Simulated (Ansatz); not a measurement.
Born–Oppenheimer molecular dynamics of FH₅NO₃Zr (11 atoms, charge 0, multiplicity 2). It starts at the highest image of a converged band. Of that band: Neighbouring images differ by up to 2.9 eV, so the band resolves the path poorly. A vibrational analysis at the climbing image gives no mode beyond 40i cm⁻¹: the surface is too flat there to confirm a saddle point.

The calculation used UHF/def2-SVP in Ansatz.

```json
{
  "ensemble": "NVE (velocity Verlet)",
  "time step": "0.5 fs",
  "steps asked": "200",
  "starting velocities drawn for": "300 K",
  "seed": "10228"
}
```

First frame:

```xyz
11
Properties=species:S:1:pos:R:3
Zr 0.153 -0.220 -0.457
F -1.329 -0.580 2.777
N 2.052 -0.113 -1.262
H 2.616 -0.890 -1.564
H 2.576 0.726 -1.445
O -0.657 1.498 -0.014
H -1.162 2.244 0.249
O -0.587 -2.016 -0.299
H -1.052 -2.821 -0.167
O -1.062 0.391 3.698
H -0.123 0.285 3.804
```

Problem. How far do the bonds stretch over the last three quarters of this one trajectory? (Pairs bonded in most of those frames.)

Solution. 
| bond | mean (Å) | spread (Å) | shortest | longest |
| --- | --- | --- | --- | --- |
| Zr1–N3 | 2.067 | 0.004 | 2.06 | 2.07 |
| Zr1–O6 | 1.954 | 0.011 | 1.94 | 1.97 |
| Zr1–O8 | 1.952 | 0.031 | 1.90 | 1.99 |
| F2–O10 | 1.368 | 0.020 | 1.34 | 1.39 |
| N3–H4 | 1.008 | 0.014 | 0.99 | 1.03 |
| N3–H5 | 1.007 | 0.016 | 0.98 | 1.03 |
| O6–H7 | 0.941 | 0.020 | 0.91 | 0.97 |
| O8–H9 | 0.940 | 0.012 | 0.92 | 0.96 |
| O10–H11 | 0.953 | 0.016 | 0.93 | 0.98 |

Mean temperature of the second half: 182 K. The conserved energy stayed within 0.24 meV per atom of its start (net change 0.056 meV per atom), so the integration is sound. A run of 0.1 ps of so small a system gives no equilibrium averages.

Time of the run: 4.9 min on 4 threads of Arm Neoverse V2, on a shared host, peak memory 0.36 GiB.
